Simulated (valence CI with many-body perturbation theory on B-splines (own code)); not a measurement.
E1 transitions of Cu¹⁶⁺

Computed by configuration interaction combined with many-body perturbation theory (CI+MBPT): three valence electrons over a frozen Dirac-Fock core [Ne], a basis of 11 s, 11 p, 10 d, 8 f, 5 g, 2 h functions for each j, with the one-electron correlation potential Σ1 (screened to all orders), the two-electron term Σ2, the three-electron term Σ3, Breit, model QED; selected single and double excitations, second order for the rest, scaled by the run's own slope (own B-spline code, finite nucleus).

No measured levels were compared; by estimate levels of excited configurations hold to 0.05 to 0.15 % of their energy, terms of the ground configuration to about 0.5 %.

Lines 101 to 150 of 578 in falling wavelength, among levels below 2424100 cm⁻¹, chosen from the strongest by gf and those to the six lowest levels. Wavelengths and rates use the calculated energies, so an error of 400 cm⁻¹ moves a line at 25.97 nm by 0.1 % and its rate by three times that or more. Electric multipoles are in the length gauge, E1 and E2 with the static RPA response of the core. Weak lines are less certain than strong ones. Lines between different terms over intervals too small for the method are left out, as are lines whose strength nearly cancels. Where a level lies close to another of its J and parity, the split of strength between their lines is uncertain. The highest levels of a list are the least certain.

Names give the largest LS component (configuration and term), which can be under half, so a name can repeat, a term be missing and a line seem to break the LS rules; names also repeat where a configuration has a term twice. Letters in brackets count levels of one name in rising energy.

```tsv
λ vac (nm)	Upper	Lower	A (s⁻¹)	log gf	Branch %
25.97	3p 3d2 2D°_5/2 [a]	3p2 3d 2P_3/2 [b]	3.14e+09	-0.72	9.2
25.94	3p2 3d 4F_3/2	3s 3p 3d 4F°_5/2	5.56e+09	-0.65	26.2
25.82	3p 3d2 2G°_9/2 [a]	3p2 3d 2F_7/2 [b]	4.85e+09	-0.31	10.3
25.75	3p2 3d 2D_3/2 [c]	3s 3p 3d 2D°_3/2 [b]	5.70e+09	-0.64	6.4
25.59	3p2 3d 2D_3/2 [c]	3s 3p 3d 2P°_1/2 [b]	4.16e+09	-0.79	4.7
25.58	3p2 3d 4F_9/2	3s 3p 3d 4F°_9/2	1.33e+10	0.11	63.5
25.54	3p 3d2 2P°_1/2 [b]	3s 3d2 2D_3/2	7.60e+09	-0.83	14.4
25.53	3p 3d2 2D°_5/2 [b]	3s 3d2 2D_5/2	6.70e+09	-0.41	7.5
25.52	3p 3d2 2D°_5/2 [b]	3s 3d2 2D_3/2	3.53e+09	-0.68	3.9
25.47	3p2 3d 4F_3/2	3s 3p 3d 4F°_3/2	9.41e+09	-0.44	44.3
25.44	3d3 2P_3/2	3p 3d2 2D°_5/2 [c]	4.49e+09	-0.76	4.8
25.41	3p2 3d 4D_7/2	3s 3p 3d 4P°_5/2	4.31e+09	-0.48	16.9
25.41	3p 3d2 2P°_1/2 [c]	3s 3d2 2S_1/2	1.49e+10	-0.54	12.0
25.38	3p 3d2 2D°_3/2 [a]	3p2 3d 2P_1/2 [b]	4.76e+09	-0.74	12.3
25.36	3p2 3d 4F_5/2	3s 3p 3d 4F°_5/2	7.05e+09	-0.39	32.6
25.28	3p 3d2 2P°_1/2 [c]	3s 3d2 2P_3/2	8.15e+09	-0.81	6.6
25.27	3p2 3d 4F_7/2	3s 3p 3d 4F°_7/2	7.83e+09	-0.22	36.2
25.23	3p2 3d 4P_5/2	3s 3p 3d 4D°_7/2	8.14e+09	-0.33	12.0
25.13	3p 3d2 2P°_3/2 [c]	3s 3d2 2S_1/2	4.47e+09	-0.77	3.6
25.04	3p 3d2 4F°_9/2	3p2 3d 2F_7/2 [b]	1.74e+09	-0.79	3.2
25.02	3p3 2D°_3/2	3s 3p2 4P_5/2	2.84e+09	-0.97	28.5
25.01	3p 3d2 2P°_3/2 [c]	3s 3d2 2P_3/2	2.27e+10	-0.07	18.2
25.00	3p2 3d 2D_5/2 [a]	3s 3p 3d 2D°_5/2 [a]	4.02e+09	-0.65	6.0
24.93	3p2 3d 2D_3/2 [a]	3s 3p 3d 4D°_5/2	7.03e+09	-0.58	10.5
24.83	3p 3d2 2F°_7/2 [c]	3s 3d2 2G_9/2	5.92e+09	-0.36	6.9
24.74	3p 3d2 4S°_3/2	3s 3d2 4P_5/2	5.05e+09	-0.73	4.1
24.72	3p 3d2 4D°_7/2 [b]	3s 3d2 4F_9/2	6.46e+09	-0.32	7.2
24.72	3p 3d2 2P°_3/2 [c]	3s 3d2 2P_1/2	5.13e+09	-0.73	4.1
24.68	3p 3d2 2F°_7/2 [c]	3s 3d2 2D_5/2	4.05e+09	-0.53	4.7
24.66	3p 3d2 4S°_3/2	3s 3d2 4P_3/2	5.78e+09	-0.68	4.7
24.65	3d3 2H_9/2	3p 3d2 2G°_7/2 [b]	2.64e+10	0.38	47.6
24.63	3d3 2G_7/2	3p 3d2 2F°_5/2 [c]	1.48e+10	0.03	21.2
24.61	3p2 3d 4F_7/2	3s 3p 3d 4F°_5/2	2.79e+09	-0.69	12.9
24.60	3p2 3d 2D_3/2 [b]	3s 3p 3d 2F°_5/2 [a]	8.96e+09	-0.49	25.5
24.59	3p2 3d 4F_9/2	3s 3p 3d 4F°_7/2	2.79e+09	-0.60	13.4
24.59	3p 3d2 4S°_3/2	3s 3d2 4P_1/2	4.47e+09	-0.79	3.6
24.55	3p 3d2 4D°_7/2 [b]	3s 3d2 4F_7/2	2.47e+09	-0.75	2.8
24.54	3p 3d2 4D°_5/2 [b]	3s 3d2 4F_7/2	7.07e+09	-0.42	8.0
24.50	3p2 3d 2D_5/2 [c]	3s 3p 3d 2F°_7/2 [b]	1.03e+10	-0.26	11.7
24.47	3p 3d2 2G°_7/2 [a]	3p2 3d 2F_5/2 [b]	7.99e+09	-0.24	18.3
24.46	3s 3p 3d 4F°_3/2	3s 3p2 2D_3/2	2.68e+08	-2.02	31.4
24.46	3p 3d2 4D°_3/2 [b]	3s 3d2 4F_5/2	8.27e+09	-0.53	8.9
24.43	3p3 2D°_5/2	3s 3p2 4P_5/2	2.83e+08	-1.82	5.1
24.41	3p 3d2 4D°_5/2 [b]	3s 3d2 4F_5/2	4.04e+09	-0.66	4.6
24.39	3p 3d2 2D°_5/2 [c]	3s 3d2 2F_7/2	1.13e+10	-0.22	11.0
24.36	3p 3d2 4D°_3/2 [b]	3s 3d2 4F_3/2	4.74e+09	-0.77	5.1
24.32	3p2 3d 4P_1/2	3s 3p 3d 4P°_3/2	1.34e+10	-0.62	15.6
24.31	3p2 3d 2D_3/2 [c]	3s 3p 3d 2F°_5/2 [b]	1.24e+10	-0.36	14.1
24.29	3p 3d2 4D°_1/2 [b]	3s 3d2 4F_3/2	1.48e+10	-0.58	15.9
24.28	3s 3p2 2S_1/2	3s2 3p 2P°_3/2	1.14e+08	-2.69	0.4
```

How does gf follow from A for the line at 24.74 nm?

gf = 1.4992 × (2J+1)_upper × A / σ², with σ = 404192 cm⁻¹ and 2J+1 = 4: gf = 0.185.
